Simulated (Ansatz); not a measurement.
Method: Ansatz (a quantum-chemistry and plane-wave program) with frozen-core CCSD(T)/def2-TZVPP // BP86-D3(BJ)/def2-SVP.

Ansatz 0.2 input:
```yaml
crystal:
  periodic: [false, false, false]
  atoms:
    - { symbol: Ti, position_ang: [-0.225784, 0.146012, 0.104461] }
    - { symbol: F, position_ang: [0.585427, 0.489965, 1.614442] }
    - { symbol: F, position_ang: [-1.037431, -1.402109, 0.128113] }
    - { symbol: F, position_ang: [0.837641, 0.310112, -1.273227] }
    - { symbol: C, position_ang: [-1.682983, 1.574964, -0.114429] }
    - { symbol: H, position_ang: [-2.259196, 1.367825, -1.042034] }
    - { symbol: H, position_ang: [-1.201671, 2.574406, -0.185053] }
    - { symbol: H, position_ang: [-2.362147, 1.545851, 0.764862] }
basis:
  gaussian: { orbitals: def2-TZVPP }
correlation:
  method: ccsd_t
```

Output:

```
Functional definition: HF
1494 factors; integrals over basis functions are off by at most 1.1e-3 eV
mean field evaluation 1: about -32282.9918 eV, gradient 6.9e1 eV
mean field evaluation 2: about -32283.1073 eV, gradient 6.9e1 eV
mean field evaluation 4: about -32291.5156 eV, gradient 5.3e0 eV
mean field evaluation 8: about -32291.6692 eV, gradient 9.6e-1 eV
mean field evaluation 16: about -32291.6754 eV, gradient 2.1e-6 eV
mean field -32291.67539225 eV, -1186.6971825814 hartree, gradient 2.0e-6 eV, S^2 0.000000; 0 other end points of the search recorded, 0 dependent functions left out
9 core orbitals not correlated
reference -32291.67539225 eV, -1186.6971825814 hartree; 20, 20 occupied and 201, 201 virtual orbitals, 1494 factors
second order -37.04010552 eV of doubles, -0.00000000 eV of singles
cycle   1  -35.83799424 eV  change     1.2e0 eV  update   2.3e-1
cycle   2  -37.00145214 eV  change    -1.2e0 eV  update   1.3e-1
cycle   3  -37.28818548 eV  change   -2.9e-1 eV  update   4.6e-2
cycle   4  -37.29088567 eV  change   -2.7e-3 eV  update   1.6e-2
cycle   5  -37.26667464 eV  change    2.4e-2 eV  update   4.9e-3
cycle   6  -37.26551796 eV  change    1.2e-3 eV  update   1.8e-3
cycle   7  -37.26636617 eV  change   -8.5e-4 eV  update   8.6e-4
cycle   8  -37.26599166 eV  change    3.7e-4 eV  update   3.4e-4
cycle   9  -37.26603403 eV  change   -4.2e-5 eV  update   1.5e-4
cycle  10  -37.26625950 eV  change   -2.3e-4 eV  update   4.7e-5
cycle  11  -37.26616135 eV  change    9.8e-5 eV  update   2.2e-5
cycle  12  -37.26613982 eV  change    2.2e-5 eV  update   8.5e-6
perturbative correction -1.59038667 eV, -0.0584456322 hartree
Total energy: -32330.53191874 eV, -1188.1251335920 hartree
```

Cost: about 8 core-minutes (a rough figure).
